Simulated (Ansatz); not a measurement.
Program: Ansatz. Geometries: PBE0-D4/def2-TZVP. ΔE: electronic, gas phase. CBS: MP2 limit from def2 TZ/QZ plus the TZ coupled-cluster correction, frozen cores. Functionals use def2-TZVPP. HSE06 is defined as in plane-wave codes. One conformer a species, not always the lowest.

Reaction (formal exchange of groups at the Si–O bond): `NB(Cl)O[SiH3]` + `CB[SiH3]` → `CB([SiH3])[SiH3]` + `NB(O)Cl`

```json
{"level": "r2SCAN-D4", "ΔE (kJ/mol)": "85.5", "difference from CCSD(T)/CBS": "-7.8"}
{"level": "r2SCAN0-D4", "ΔE (kJ/mol)": "89.6", "difference from CCSD(T)/CBS": "-3.7"}
{"level": "HSE06-D4", "ΔE (kJ/mol)": "76.3", "difference from CCSD(T)/CBS": "-17.0"}
{"level": "ωB97X-V", "ΔE (kJ/mol)": "91.6", "difference from CCSD(T)/CBS": "-1.7"}
{"level": "ωB97M-V", "ΔE (kJ/mol)": "93.7", "difference from CCSD(T)/CBS": "0.4"}
{"level": "B2PLYP", "ΔE (kJ/mol)": "98.9", "difference from CCSD(T)/CBS": "5.6"}
{"level": "revPBE", "ΔE (kJ/mol)": "69.5", "difference from CCSD(T)/CBS": "-23.8"}
{"level": "r2SCANh", "ΔE (kJ/mol)": "87.7", "difference from CCSD(T)/CBS": "-5.6"}
{"level": "r2SCAN0", "ΔE (kJ/mol)": "90.1", "difference from CCSD(T)/CBS": "-3.2"}
{"level": "BHLYP", "ΔE (kJ/mol)": "107.4", "difference from CCSD(T)/CBS": "14.1"}
{"level": "MP2/def2-SVP", "ΔE (kJ/mol)": "83.6", "difference from CCSD(T)/CBS": "-9.7"}
{"level": "MP2/def2-TZVPP", "ΔE (kJ/mol)": "98.8", "difference from CCSD(T)/CBS": "5.5"}
{"level": "CCSD(T)/def2-TZVPP", "ΔE (kJ/mol)": "92.5", "difference from CCSD(T)/CBS": "-0.8"}
{"level": "HF/def2-QZVPP", "ΔE (kJ/mol)": "124.4", "difference from CCSD(T)/CBS": "31.1"}
{"level": "MP2/CBS(def2)", "ΔE (kJ/mol)": "99.5", "difference from CCSD(T)/CBS": "6.2"}
{"level": "CCSD/CBS(def2)", "ΔE (kJ/mol)": "97.3", "difference from CCSD(T)/CBS": "4.0"}
{"level": "CCSD(T)/CBS", "ΔE (kJ/mol)": "93.3", "difference from CCSD(T)/CBS": "0"}
```

Largest T1 diagnostic among the species: 0.013.

In def2-TZVPP, CCSD(T) changes the Hartree–Fock value by −29.4 kJ/mol (the triples alone add −4.0 kJ/mol) and MP2 by −23.1 kJ/mol. At CCSD(T), def2-SVP lies −15.4 kJ/mol from the extrapolated value and def2-TZVPP −0.8 kJ/mol. From r2SCAN to r2SCAN0 (25 % exact exchange), in def2-TZVPP and without D4, ΔE moves by +4.2 kJ/mol.
